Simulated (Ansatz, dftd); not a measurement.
Reaction: BNH3 (SMILES B[NH], doublet) → BNH3- (SMILES B[NH-]) (an electron is taken up)
Each species at its own B3LYP-D3(BJ)/def2-TZVP minimum (Ansatz, a first-principles code).

Wanted: adiabatic electron affinity (electronic), positive where energy is released, in eV. Radicals and triplets start from unrestricted determinants; spin-orbit coupling is neglected. Cores are frozen in correlated methods. Rows without X2C or -DK are non-relativistic. CBS(X,Y): correlation extrapolated as X^-3, Hartree-Fock from the larger set. A bracket is a step between two methods taken in the basis named. Functionals run without relativity, which enters their misses. Double hybrids freeze cores in their MP2 part. '+ core + X2C': CCSD(T) terms for core correlation (cc-pwCVTZ) and scalar relativity (cc-pVTZ-DK). def2-TZVPD holds few diffuse functions, which lowers the functionals' binding of the extra electron.

```csv
level,program,adiabatic electron affinity (eV),difference against the last row
r2SCAN-D3(BJ)/def2-TZVPD,Ansatz + dftd3,1.74,-0.35
CAM-B3LYP/def2-TZVPD,Ansatz,1.91,-0.18
wB97X-V/def2-TZVPD,Ansatz,1.92,-0.17
B2PLYP-D4/def2-TZVPD,Ansatz + dftd4,1.96,-0.13
CCSD/aug-cc-pVTZ,Ansatz,1.92,-0.17
CCSD/aug-cc-pVQZ,Ansatz,1.94,-0.15
CCSD(T)/aug-cc-pVTZ,Ansatz,2.05,-0.04
CCSDT(Q)/aug-cc-pVDZ,Ansatz,2.00,-0.09
"CCSD(T)/CBS(aug-cc-pVTZ,aug-cc-pVQZ) + [CCSDT(Q) - CCSD(T)]/aug-cc-pVDZ + core + X2C",Ansatz,2.09,0.00
```
